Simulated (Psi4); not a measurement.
C2H6SZn (SMILES C[CH2][Zn][SH]), singlet, geometry from GFN2-xTB (such geometries of metal compounds can be far from the true shape).

Psi4 was given this input:
```
memory 2 GB

molecule {
0 1
Zn   -0.39489974   -0.24293507    0.30569578
C     0.27888530   -1.82744711   -0.79807246
C     1.34456189   -1.27055712   -1.73244052
H    -0.52225616   -2.28454765   -1.37353966
H     0.70725683   -2.59442988   -0.15706615
H     2.16584729   -0.81757575   -1.17697938
H     0.93132662   -0.52161936   -2.40779205
H     1.76100777   -2.07387796   -2.34303988
S    -0.11729360    2.00049091    0.73888168
H    -1.06017579    2.16027360    1.64851484
}

set {
  basis def2-sv(p)
}

energy('r2scan')
print_variables()
```

Question: Predict the total energy from R2SCAN/def2-SV(P) (Psi4).

Answer: -2256.8695 Eh

Question: What is the computed nuclear repulsion energy (R2SCAN/def2-SV(P))?

Answer: 300.4287 Eh

Question: What is the computed dipole moment (R2SCAN/def2-SV(P))?

Answer: 2.81 D

Question: What number of basis functions does R2SCAN/def2-SV(P) give?

Answer: 82
